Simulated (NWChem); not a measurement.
System: C$_{4}$H$_{3}$N$_{2}$, doublet; SMILES [c]1ncccn1

Here is an NWChem input.

```
start job
memory heap 200 mb stack 900 mb global 1100 mb
geometry units angstroms noautoz
  C      0.000000     0.000000    -1.330717
  N     -1.184272     0.000000    -0.787413
  C     -1.189081     0.000000     0.550314
  C      0.000000     0.000000     1.278306
  C      1.189081     0.000000     0.550314
  N      1.184272     0.000000    -0.787413
  H     -2.165266     0.000000     1.048578
  H      0.000000     0.000000     2.369499
  H      2.165266     0.000000     1.048578
end
basis spherical
  C library def2-svp
  N library def2-svp
  H library def2-svp
end
dft
  odft
  mult 2
  xc pw6b95
  iterations 150
  mulliken
end
task dft energy
```

In the optimisation the excess spin sits in a1 (C2v, its own frame). The geometry was optimised at PBE0/def2-SVP, spin-unrestricted. Not confirmed as a minimum by frequencies. No stability test was run on the SCF state.

### Question
What results follow from this input? (PW6B95/def2-SVP, spin-unrestricted.) Quantities: energy (Ha); highest occupied level (eV); lowest empty minus highest occupied level, either spin (eV); dipole (D); <S²>.

### Answer
```json
{
 "energy (Ha)": "-263.78",
 "highest occupied level (eV)": "-6.65",
 "lowest empty minus highest occupied level, either spin (eV)": "4.88",
 "dipole (D)": "3.47",
 "<S²>": "0.755"
}
```
